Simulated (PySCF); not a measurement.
Species: C5H3F3.
SMILES: `C#C/C=C\C(F)(F)F`

Level: B3LYP/def2-SVPD in PySCF, non-relativistic, on one gas-phase PBE0-D3(BJ)/def2-SVP geometry that isn't relaxed in the solvent. The solvent is an IEF-PCM continuum (Bondi radii, 1.10 Å for H, scaled by 1.2). Specific hydrogen bonds and non-electrostatic terms are outside this model.

```json
{"medium": "gas phase", "total energy (Eh)": "-491.439058", "HOMO (eV)": "-7.602", "LUMO (eV)": "-2.121", "dipole (D)": "2.327"}
{"medium": "chloroform (ε = 4.711)", "total energy (Eh)": "-491.444095", "HOMO (eV)": "-7.492", "LUMO (eV)": "-1.981", "dipole (D)": "2.707"}
```

Q: What is E(solvent) − E(gas) in chloroform, in kJ/mol?

A: -491.444095 − (-491.439058) = -0.005037 Eh = -13.22 kJ/mol.

Q: Scale it by Onsager's factor (ε − 1)/(2ε + 1) to dichloromethane (ε = 8.93), and compare with the calculation.

A: The factor goes from 0.356 to 0.420, a ratio of 1.181, which gives -15.62 kJ/mol. The calculation gives -15.90 kJ/mol (total energy -491.445115 Eh), so the scaled value is 1.8 % too small in size.

Q: Scale the changes of the other columns the same way. What are the values in dichloromethane?

A: 
```
  quantity  scaled  computed  difference
 HOMO (eV)  -7.473    -7.483      +0.010
 LUMO (eV)  -1.955    -1.963      +0.008
dipole (D)   2.775     2.783      -0.008
```

Q: How does each lowering split into the polarisation term (half the interaction with the induced surface charges) and the distortion of the solute's density?

A: chloroform: -14.72 + 1.49 kJ/mol, the distortion taking back 10 % of the polarisation term; dichloromethane: -18.09 + 2.19 kJ/mol, the distortion taking back 12 % of the polarisation term.

Shape of the structure used: `[CH:1]#[C:2]/[CH:3]=[CH:4]\[C:5]([F:6])([F:7])[F:8]`: C3–C4–C5–F6 61°.
